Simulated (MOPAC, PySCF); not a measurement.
Conformational energy of SMILES c1(ccco1)[SiH2][SiH3]. Scanned: dihedral Si1–Si2–C3–O7; all other coordinates were relaxed at GFN2-xTB. Points at φ and −φ are mirror images. Heavy atoms are numbered in the order of the SMILES [SiH3][SiH2]c1ccco1, hydrogens after them in the order of the atoms that carry them; the mirror image has the same energies with the sign of each dihedral reversed.

Methods: RHF/LANL2DZ = restricted Hartree-Fock/LANL2DZ, with its core potentials past Ne // GFN2-xTB (PySCF); RKS-LDA (SVWN5)/6-31G* = restricted LDA (SVWN5)/6-31G*, spherical d, density fitting // GFN2-xTB (PySCF 2.14.0); PM7, restricted, heats of formation // GFN2-xTB (MOPAC).

Energies in kcal/mol, each method relative to its own lowest point.

```
φ / °  RHF/LANL2DZ  RKS-LDA (SVWN5)/6-31G*   PM7
-----  -----------  ----------------------  ----
-165          1.09                    0.42  1.63
-150          1.24                    0.50  1.33
-135          1.36                    0.65  1.02
-120          1.36                    0.77  0.79
-105          1.12                    0.76  0.59
-90           0.70                    0.55  0.40
-75           0.24                    0.24  0.19
-60           0.00                    0.02  0.03
-45           0.06                    0.00  0.00
-30           0.36                    0.16  0.12
-15           0.71                    0.36  0.31
0             0.87                    0.44  0.42
15            0.71                    0.36  0.31
30            0.36                    0.16  0.12
45            0.06                    0.00  0.00
60            0.00                    0.02  0.03
75            0.24                    0.24  0.19
90            0.70                    0.55  0.40
105           1.12                    0.76  0.59
120           1.36                    0.77  0.79
135           1.36                    0.65  1.02
150           1.24                    0.50  1.33
165           1.09                    0.42  1.63
180           1.01                    0.37  1.75
```
